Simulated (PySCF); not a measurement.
gallium atom (Ga), doublet. Base run: HF/def2-SV(P) in PySCF.

PySCF was given this input:
```python
from pyscf import gto, scf

mol = gto.Mole()
mol.atom = '''
    Ga    0.00000000    0.00000000    0.00000000
'''
mol.basis = 'def2-sv(p)'
mol.spin = 1
mol.verbose = 4
mol.build()

mf = scf.UHF(mol)
mf.kernel()
mf.analyze()
```

Variants of this job, named by their change:

```csv
change,ΔE vs base (mEh),fitting functions
base,0.000,-
auxbasis = default (with mf = mf.density_fit()),0.066,266
"exchange = seminumerical (SGX) (with mf = sgx.sgx_fit(mf, auxbasis='def2-universal-jfit'); with mf.with_df.dfj = True)",-0.092,58
auxbasis = def2-tzvp-ri,-2566.2,159
auxbasis = cc-pvtz-jkfit,-0.002,207
auxbasis = even-tempered beta=3.0,-11.506,206
auxbasis = def2-svp-ri,-1598.9,127
auxbasis = def2-universal-jkfit,0.066,266
auxbasis = even-tempered beta=1.6,-0.001,460
auxbasis = def2-universal-jfit,17855.7,58
```

A fitting set is made for a task (jfit for Coulomb, jkfit for Coulomb and exchange, ri for correlation) and for a family of orbital bases.

Open shells are given as the SCF converged; they aren't shown to be the lowest states, and a large step between rows can be another state.
